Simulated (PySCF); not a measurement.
# Stationary points of SeOF₄

Computed with B3LYP/[Se def2-SVP, O def2-SVP, F def2-SVP], no relativity, density fitting, PySCF.

Relaxations began from a few typed shapes. The search is not exhaustive: other isomers or separated fragments can lie lower, and high-lying points may rest on an excited occupation.

```csv
spin,group,bonds,angles,imaginary modes (cm⁻¹),ΔE (kJ/mol),ΔE with ZPE (kJ/mol)
singlet,C2v,"Se–F 1.723 Å (×2), Se–F 1.746 Å (×2), Se–O 1.588 Å","F–Se–F 85.3° (×4), F–Se–F 109.4°, F–Se–F 163.7°, F–Se–O 98.1° (×2), F–Se–O 125.3° (×2)",none,0.0,0.0
singlet,C4v,"Se–F 1.740 Å (×4), Se–O 1.580 Å","F–Se–F 83.6° (×4), F–Se–F 141.0° (×2), F–Se–O 109.5° (×4)",97i,9.6,–
singlet,C3v,"Se–F 1.743 Å (×3), Se–F 1.755 Å, Se–O 1.596 Å","F–Se–F 82.3° (×3), F–Se–F 118.2° (×3), F–Se–O 97.7° (×3), F–Se–O 180.0°",2 found,67.4,–
```

The lowest minimum found is the singlet C2v: Se–F 1.723 Å (×2), Se–F 1.746 Å (×2), Se–O 1.588 Å; F–Se–F 85.3° (×4), F–Se–F 109.4°, F–Se–F 163.7°, F–Se–O 98.1° (×2), F–Se–O 125.3° (×2).

Counting electrons, selenium keeps none of its valence electrons outside its bonds, so the VSEPR class is AX5 and the expected shape is trigonal bipyramidal; with unlike ligands the computed point group is C2v.
